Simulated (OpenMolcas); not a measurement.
Co2+ in a point-charge field

Co2+ among 3 point charges of -1.6 e arranged as a planar triangle (D3h), 2 Å from the ion.

| Quantity | Value |
| --- | --- |
| Program | OpenMolcas |
| Method | CASSCF |
| Basis | ANO-RCC-VTZP [6s5p3d2f1g] |
| Scalar Hamiltonian | DKH2, point nucleus |
| Active space | 7 electrons in 5 orbitals (3d) |
| State averaging | 2S+1 = 4 even, 10 roots; 2S+1 = 2 even, 40 roots |
| Spin-orbit coupling | state interaction with AMFI integrals over the reference wave functions |

The lowest spin-free states (labels of D3, the rotations of D3h), above the lowest:

```json
{"State": "4A2", "Degeneracy": "1", "E (cm-1)": "0.0", "Free-ion L (%)": "F (97)"}
{"State": "4E", "Degeneracy": "2", "E (cm-1)": "497.8", "Free-ion L (%)": "F (95)"}
{"State": "4E", "Degeneracy": "2", "E (cm-1)": "2760", "Free-ion L (%)": "F (100)"}
{"State": "4A1", "Degeneracy": "1", "E (cm-1)": "4606", "Free-ion L (%)": "F (100)"}
{"State": "4A2", "Degeneracy": "1", "E (cm-1)": "4613", "Free-ion L (%)": "F (100)"}
{"State": "2E", "Degeneracy": "2", "E (cm-1)": "18885", "Free-ion L (%)": "G (90)"}
{"State": "4E", "Degeneracy": "2", "E (cm-1)": "18971", "Free-ion L (%)": "P (95)"}
{"State": "2A2", "Degeneracy": "1", "E (cm-1)": "19669", "Free-ion L (%)": "G (91)"}
{"State": "2A1", "Degeneracy": "1", "E (cm-1)": "19702", "Free-ion L (%)": "G (91)"}
{"State": "2E", "Degeneracy": "2", "E (cm-1)": "20618", "Free-ion L (%)": "G (92)"}
{"State": "2E", "Degeneracy": "2", "E (cm-1)": "21268", "Free-ion L (%)": "H (100)"}
{"State": "2E", "Degeneracy": "2", "E (cm-1)": "21411", "Free-ion L (%)": "G (92)"}
{"State": "2A1", "Degeneracy": "1", "E (cm-1)": "21630", "Free-ion L (%)": "G (93)"}
{"State": "2E", "Degeneracy": "2", "E (cm-1)": "24266", "Free-ion L (%)": "P (49)"}
{"State": "2A2", "Degeneracy": "1", "E (cm-1)": "25070", "Free-ion L (%)": "P (95)"}
{"State": "2E", "Degeneracy": "2", "E (cm-1)": "25465", "Free-ion L (%)": "H (90)"}
{"State": "2A1", "Degeneracy": "1", "E (cm-1)": "27645", "Free-ion L (%)": "D (94)"}
{"State": "2A1", "Degeneracy": "1", "E (cm-1)": "27814", "Free-ion L (%)": "H (91)"}
{"State": "2A2", "Degeneracy": "1", "E (cm-1)": "27837", "Free-ion L (%)": "H (91)"}
{"State": "4A2", "Degeneracy": "1", "E (cm-1)": "28025", "Free-ion L (%)": "P (97)"}
```

The lowest levels with spin-orbit coupling:

| E (cm-1) | Degeneracy | Label | 2S+1 | g |
| --- | --- | --- | --- | --- |
| 0.0 | 2 | E1/2 | 4 | 1.76 6.44 6.44 |
| 165.0 | 2 | E3/2 | 4 | 0.00 0.00 5.23 |
| 685.7 | 2 | E1/2 | 4 | 0.00 0.00 7.92 |
| 1212 | 2 | E1/2 | 4 | 1.66 4.52 4.52 |
| 1240 | 2 | E3/2 | 4 | 0.00 0.00 4.67 |
| 1746 | 2 | E1/2 | 4 | 2.15 2.15 2.52 |
| 2685 | 2 | E1/2 | 4 | 0.00 0.00 9.93 |
| 3152 | 2 | E1/2 | 4 | 0.00 0.00 6.01 |
| 3574 | 2 | E3/2 | 4 | 0.00 0.00 2.04 |
| 3965 | 2 | E1/2 | 4 | 0.05 0.05 1.95 |
| 4318 | 2 | E3/2 | 4 | 0.00 0.00 11.99 |
| 4966 | 2 | E1/2 | 4 | 0.04 0.04 8.05 |
| 5537 | 2 | E1/2 | 4 | 0.04 0.04 4.05 |
| 6051 | 2 | E3/2 | 4 | 0.00 0.00 0.03 |
| 19115 | 2 | E3/2 | 2 | 0.00 0.00 9.84 |
| 19247 | 2 | E1/2 | 4 | 0.00 0.00 7.99 |
| 19345 | 2 | E1/2 | 2 | 0.13 0.13 6.46 |
| 19373 | 2 | E3/2 | 4 | 0.00 0.00 3.99 |
| 19526 | 2 | E1/2 | 4 | 0.19 1.38 1.38 |
| 19735 | 2 | E1/2 | 4 | 1.46 1.46 3.80 |

Powder χT (cm3 K/mol): 2.73 at 2 K, 2.89 at 10 K, 3.65 at 50 K, 4.21 at 100 K, 4.57 at 200 K, 4.69 at 300 K. The effective moment at 300 K is 2.828 √(χT) = 6.12 μB.

The lowest level has 2S+1 = 4, for which the spin-only value is χT = S(S+1) / 2 = 1.875 cm3 K/mol (g = 2). The computed 4.689 at 300 K differs by +2.814, through orbital momentum, spin-orbit coupling and any other state in reach.

Spin-orbit coupling mixes the spin-free states strongly: the lowest level takes only 68 % from its leading state, 4A2. Without dynamic correlation the repulsion within the d shell is too large (B by tens of per cent), so at a given field states of lower spin stand too high. The ground term spreads over less than 5000 cm-1, several times less than with real ligands, so orbital moments are less quenched and χT lies further from the spin-only value than at real sites. This is an electrostatic model: the charges have no orbitals. No measured value stands beside these numbers.
